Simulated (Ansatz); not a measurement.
```yaml
crystal:
  periodic: [false, false, false]
  atoms:
    - {symbol: C, position_ang: [2.613800, 0.462958, -1.036613]}
    - {symbol: O, position_ang: [1.596660, -0.047512, -0.299538]}
    - {symbol: W, position_ang: [-0.207557, 0.276215, 0.004507]}
    - {symbol: O, position_ang: [-2.099640, 0.739479, -0.019164]}
    - {symbol: O, position_ang: [-0.295132, 0.339110, -1.895428]}
    - {symbol: O, position_ang: [0.158816, 2.120882, 0.236310]}
    - {symbol: F, position_ang: [-0.106297, 0.342424, 1.888534]}
    - {symbol: O, position_ang: [-0.763867, -1.500846, 0.295450]}
    - {symbol: C, position_ang: [-1.403381, -2.198845, 1.273752]}
    - {symbol: H, position_ang: [2.718072, 1.591840, -0.830096]}
    - {symbol: H, position_ang: [3.572068, -0.043816, -0.830666]}
    - {symbol: H, position_ang: [2.377039, 0.407709, -2.077639]}
    - {symbol: H, position_ang: [-2.271206, 1.732616, -0.093445]}
    - {symbol: H, position_ang: [-1.205356, 0.606974, -2.274971]}
    - {symbol: H, position_ang: [0.183601, 2.472671, 1.134863]}
    - {symbol: H, position_ang: [-1.056849, -1.881834, 2.198280]}
    - {symbol: H, position_ang: [-1.285701, -3.285122, 1.088412]}
    - {symbol: H, position_ang: [-2.519405, -2.036214, 1.191228]}
basis:
  gaussian: {orbitals: def2-SVPD}
hamiltonian: {xc: {name: revPBE}, dispersion: d4}
```

```sh
$ ansatz run in.yaml --threads 4 --pin off --events-out ev --progress --plain --max-ram 46080MiB --backend cuda --devices 0, --max-vram 37GiB
```

It prints (some lines left out):

```
Functional definition: revPBE
2340 factors; their error is unknown
mean field evaluation 1: about -16956.8244 eV, gradient 1.4e2 eV
mean field evaluation 2: about -16693.8236 eV, gradient 3.6e2 eV
mean field evaluation 4: about -16986.0746 eV, gradient 5.1e1 eV
mean field evaluation 8: about -16990.9559 eV, gradient 1.9e0 eV
mean field evaluation 16: about -16990.8515 eV, gradient 2.7e-2 eV
mean field -16990.85154915 eV, -624.4022776183 hartree, gradient 4.8e-5 eV, S^2 0.000000; 0 other end points of the search recorded, 0 dependent functions left out
reference -16990.85162899 eV, -624.4022805525 hartree; 42, 42 occupied and 243, 243 virtual orbitals, 2340 factors
Total energy: -16992.18602560 eV, -624.4513187235 hartree
```

Run time 3.1 s (4 threads of an AMD EPYC 7R13 on a shared host and a share of an NVIDIA H100 80 GB); peak host memory 0.84 GiB.
